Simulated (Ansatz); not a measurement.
`CC[P+](CC)(CC)[Ga-]([Cl])([Cl])[Cl]`, relaxed with RKS PBE0-D4/def2-TZVP in Ansatz 0.2.0 from a GFN2-xTB geometry. The force threshold is 0.005 eV/Å; the program also tests the step.

The species carries charge 0 and has multiplicity 1.

Start:

```xyz
26

C     0.931    1.387    2.219
C    -0.170    0.403    1.841
P    -0.110    0.017    0.043
C    -1.013    1.415   -0.743
C    -0.818    1.403   -2.255
C    -1.252   -1.414   -0.145
C    -0.544   -2.718    0.203
Ga    2.269   -0.378   -0.887
Cl    3.011    1.598   -1.056
Cl    1.870   -1.372   -2.714
Cl    3.153   -1.563    0.630
H     0.814    2.331    1.689
H     0.913    1.589    3.288
H     1.906    0.970    1.962
H    -0.030   -0.535    2.385
H    -1.162    0.801    2.080
H    -0.612    2.342   -0.326
H    -2.072    1.339   -0.476
H     0.245    1.464   -2.493
H    -1.214    0.491   -2.696
H    -1.321    2.253   -2.711
H    -2.125   -1.250    0.495
H    -1.581   -1.438   -1.187
H    -1.211   -3.565    0.058
H     0.328   -2.852   -0.440
H    -0.207   -2.719    1.238
```

```tsv
step	energy (eV)	largest force (eV/Å)	largest move (Å)
1	-105681.9741	0.926	0.000
2	-105682.1724	0.251	0.182
3	-105682.1989	0.179	0.077
4	-105682.2054	0.042	0.037
5	-105682.2102	0.082	0.068
6	-105682.2130	0.104	0.067
7	-105682.2150	0.088	0.057
8	-105682.2166	0.083	0.056
9	-105682.2171	0.082	0.043
10	-105682.2180	0.064	0.033
11 (rejected)	-105682.2168	0.112	0.023
12	-105682.2191	0.010	0.011
13	-105682.2193	0.010	0.012
14	-105682.2195	0.007	0.021
15	-105682.2196	0.002	0.019
```

End:

```xyz
26

C     0.831    1.438    2.251
C    -0.030    0.258    1.820
P    -0.050    0.008    0.020
C    -0.821    1.478   -0.721
C    -0.931    1.395   -2.237
C    -1.144   -1.403   -0.317
C    -0.634   -2.710    0.274
Ga    2.151   -0.359   -0.843
Cl    2.911    1.645   -1.221
Cl    1.824   -1.546   -2.637
Cl    3.174   -1.418    0.759
H     0.449    2.385    1.865
H     0.849    1.506    3.340
H     1.861    1.323    1.906
H     0.365   -0.668    2.246
H    -1.064    0.366    2.163
H    -0.187    2.323   -0.438
H    -1.799    1.626   -0.252
H     0.047    1.250   -2.698
H    -1.580    0.577   -2.556
H    -1.351    2.323   -2.630
H    -2.146   -1.157    0.050
H    -1.202   -1.483   -1.406
H    -1.300   -3.529   -0.004
H     0.364   -2.951   -0.099
H    -0.588   -2.675    1.364
```

It took 34 s on 11 threads of an AMD EPYC 7R13 on a shared host and a whole NVIDIA H100 80 GB, with 1.5 GiB of host memory at the peak.
